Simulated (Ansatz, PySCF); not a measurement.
Noncovalent pair: HF (SMILES F) (first 2 atoms) with H2 (SMILES [H][H]); geometry from B3LYP-D3(BJ)/def2-TZVP, rigid monomers moved along the line of their centres of mass till H2···H4 is 1.78 Å.
(charge 0, multiplicity 1):
```xyz
4

F     -0.08210     0.19386    -0.50397
H     -0.06940     0.09894     0.41765
H     -0.09382    -0.44002     2.11304
H      0.00520     0.29632     2.18357
```

Counterpoise-corrected where a basis set is named; no monomer relaxation.

Correlated levels freeze the cores. CBS(a, b) extrapolates the correlation energy as X⁻³ and adds the Hartree–Fock energy of set b.

Run with Ansatz (Gaussian orbitals); PySCF for the dispersion terms. 

PBE/def2-TZVPPD gives -5.6 kJ/mol for the interaction energy.

### Question
Where do these levels fall relative to PBE: PBE-D3(BJ)/def2-TZVPPD, r2SCAN/def2-TZVPPD, B3LYP/def2-TZVPPD, wB97M-V/def2-TZVPPD, MP2/CBS(aug-cc-pVTZ, aug-cc-pVQZ), CCSD(T)/CBS(aug-cc-pVTZ, aug-cc-pVQZ).

### Answer
PBE-D3(BJ)/def2-TZVPPD -0.9; r2SCAN/def2-TZVPPD 2.0; B3LYP/def2-TZVPPD 2.5; wB97M-V/def2-TZVPPD 2.2; MP2/CBS(aug-cc-pVTZ, aug-cc-pVQZ) 2.5; CCSD(T)/CBS(aug-cc-pVTZ, aug-cc-pVQZ) 2.3 kJ/mol. 5 of 6 lie above PBE; the widest gap is to B3LYP/def2-TZVPPD.

Ansatz is an electronic-structure program.
